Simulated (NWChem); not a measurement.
System: CH3NOSi; SMILES [SiH3]OC#N

NWChem input:

```
start job
memory heap 200 mb stack 900 mb global 1100 mb
geometry units angstroms noautosym nocenter noautoz
  N      0.443853     2.308795     0.000000
  C     -0.085065     1.269369     0.000000
  O     -0.709110     0.137596     0.000000
  Si     0.097444    -1.378550     0.000000
  H      0.927763    -1.476131    -1.221149
  H     -1.008993    -2.354763     0.000000
  H      0.927763    -1.476131     1.221149
end
basis spherical
  * library def2-svp
end
dft
  xc xpbe96 cpbe96
  iterations 150
end
property
  efieldgrad
end
task dft property
```

Output (shortened):

```
             Northwest Computational Chemistry Package (NWChem) 7.3.0
             --------------------------------------------------------

                             Geometry "geometry" -> ""
                             -------------------------

 Output coordinates in angstroms (scale by  1.889725989 to convert to a.u.)

  No.       Tag          Charge          X              Y              Z
 ---- ---------------- ---------- -------------- -------------- --------------
    1 N                    7.0000     0.44385300     2.30879500     0.00000000
    2 C                    6.0000    -0.08506500     1.26936900     0.00000000
    3 O                    8.0000    -0.70911000     0.13759600     0.00000000
    4 Si                  14.0000     0.09744400    -1.37855000     0.00000000
    5 H                    1.0000     0.92776300    -1.47613100    -1.22114900
    6 H                    1.0000    -1.00899300    -2.35476300     0.00000000
    7 H                    1.0000     0.92776300    -1.47613100     1.22114900

 Effective nuclear repulsion energy (a.u.)     142.1059784035

  pbe96 is a nonlocal functional; adding pw91lda local functional.
                              NWChem Property Module
                              ----------------------

  itol2e modified to match energy
  convergence criterion.

                                 NWChem DFT Module
                                 -----------------

 Summary of "ao basis" -> "ao basis" (spherical)
 ------------------------------------------------------------------------------
       Tag                 Description            Shells   Functions and Types
 ---------------- ------------------------------  ------  ---------------------
 N                          def2-svp                 6       14   3s2p1d
 C                          def2-svp                 6       14   3s2p1d
 O                          def2-svp                 6       14   3s2p1d
 Si                         def2-svp                 8       18   4s3p1d
 H                          def2-svp                 3        5   2s1p

  itol2e modified to match energy
  convergence criterion.

            General Information
            -------------------
          SCF calculation type: DFT
          Wavefunction type:  closed shell.
          No. of atoms     :     7
          No. of electrons :    38
           Alpha electrons :    19
            Beta electrons :    19
          Charge           :     0
          Spin multiplicity:     1
          Use of symmetry is: off; symmetry adaption is: off
          Maximum number of iterations: 150
          AO basis - number of functions:    75
                     number of shells:    35
          Convergence on energy requested:  1.00D-07
          Convergence on density requested:  1.00D-05
          Convergence on gradient requested:  5.00D-04

              XC Information
              --------------
          PerdewBurkeErnzerhof Exchange Functional  1.000
            Perdew 1991 LDA Correlation Functional  1.000 local
           PerdewBurkeErnz. Correlation Functional  1.000 non-local

             Grid Information
             ----------------
          Grid used for XC integration:  fine
          Radial quadrature: Mura-Knowles
          Angular quadrature: Lebedev.
          Tag              B.-S. Rad. Rad. Pts. Rad. Cut. Ang. Pts.
          ---              ---------- --------- --------- ---------
          N                   0.65       70          12.0       590
          C                   0.70       70          11.0       590
          O                   0.60       70           8.0       590
          Si                  1.10      123          10.0       770
          H                   0.35       60          11.0       590
          Grid pruning is: on
          Number of quadrature shells:   513
          Spatial weights used:  Erf1

      Superposition of Atomic Density Guess
      -------------------------------------

 Sum of atomic energies:        -456.79652735

      Non-variational initial energy
      ------------------------------

[...]

          -----------------------
          Electric field gradient
          -----------------------

 1 a.u. = 0.324123 10**(16) esu/cm**3  ( or statvolts/cm**2 ) = 0.97174 10**(22) v/m**2

 ------------------------------------------------------------
   Atom      X         Y         Z
 ------------------------------------------------------------
    1 N    0.83876   4.36299   0.00000
 ------------------------------------------------------------

 Electric field gradient in molecular frame (a.u.)
         XX             YY             ZZ             XY             XZ             YZ
 ------------------------------------------------------------------------------------------
       -0.118315       0.284694      -0.166379       0.306742      -0.000000       0.000000

 Principal components (a.u.) and orientation
 of principal axis w.r.t. absolute frame                      Asymmetry parameter eta
 --------------------------------------------------------------------------------------
        0.450197      -0.283818      -0.166379                       0.260860

        0.474844       0.880070      -0.000000
        0.880070      -0.474844       0.000000
        0.000000       0.000000       1.000000

 ------------------------------------------------------------
   Atom      X         Y         Z
 ------------------------------------------------------------
    2 C   -0.16075   2.39876   0.00000
 ------------------------------------------------------------

 Electric field gradient in molecular frame (a.u.)
         XX             YY             ZZ             XY             XZ             YZ
 ------------------------------------------------------------------------------------------
       -0.012853       0.011845       0.001007      -0.016310       0.000000       0.000000

 Principal components (a.u.) and orientation
 of principal axis w.r.t. absolute frame                      Asymmetry parameter eta
 --------------------------------------------------------------------------------------
       -0.020962       0.019954       0.001007                       0.903880

        0.895442      -0.445179       0.000000
        0.445179       0.895442      -0.000000
       -0.000000       0.000000       1.000000

 ------------------------------------------------------------
   Atom      X         Y         Z
 ------------------------------------------------------------
    3 O   -1.34002   0.26002   0.00000
 ------------------------------------------------------------

 Electric field gradient in molecular frame (a.u.)
         XX             YY             ZZ             XY             XZ             YZ
 ------------------------------------------------------------------------------------------
        0.278807      -1.390890       1.112083      -0.481678       0.000000       0.000000

 Principal components (a.u.) and orientation
 of principal axis w.r.t. absolute frame                      Asymmetry parameter eta
 --------------------------------------------------------------------------------------
       -1.519880       1.112083       0.407797                       0.463383

        0.258679       0.000000       0.965963
        0.965963       0.000000      -0.258679
       -0.000000       1.000000      -0.000000

 ------------------------------------------------------------
   Atom      X         Y         Z
 ------------------------------------------------------------
    4 Si   0.18414  -2.60508   0.00000
 ------------------------------------------------------------

 Electric field gradient in molecular frame (a.u.)
         XX             YY             ZZ             XY             XZ             YZ
 ------------------------------------------------------------------------------------------
        0.172587      -0.584509       0.411922       0.476424       0.000000       0.000000

 Principal components (a.u.) and orientation
 of principal axis w.r.t. absolute frame                      Asymmetry parameter eta
 --------------------------------------------------------------------------------------
       -0.814467       0.411922       0.402544                       0.011515

       -0.434687       0.000000       0.900582
        0.900582       0.000000       0.434687
       -0.000000       1.000000      -0.000000

 ------------------------------------------------------------
   Atom      X         Y         Z
 ------------------------------------------------------------
    5 H    1.75322  -2.78948  -2.30764
 ------------------------------------------------------------

 Electric field gradient in molecular frame (a.u.)
         XX             YY             ZZ             XY             XZ             YZ
 ------------------------------------------------------------------------------------------
        0.005970       0.071193      -0.077163       0.010636       0.105559      -0.011948

 Principal components (a.u.) and orientation
 of principal axis w.r.t. absolute frame                      Asymmetry parameter eta
 --------------------------------------------------------------------------------------
       -0.150181       0.078536       0.071645                       0.045882

       -0.561948       0.796776      -0.222176
        0.071476       0.314366       0.946607
        0.824078       0.516064      -0.233607

 ------------------------------------------------------------
   Atom      X         Y         Z
 ------------------------------------------------------------
    6 H   -1.90672  -4.44986   0.00000
 ------------------------------------------------------------

 Electric field gradient in molecular frame (a.u.)
         XX             YY             ZZ             XY             XZ             YZ
 ------------------------------------------------------------------------------------------
       -0.051592      -0.028487       0.080079      -0.112815       0.000000       0.000000

[...]
```

Level: PBE/def2-SVP. The geometry was optimised at B3LYP/6-31G* (spherical d). NWChem prints the field gradient with the sign opposite to the second derivative of the potential.
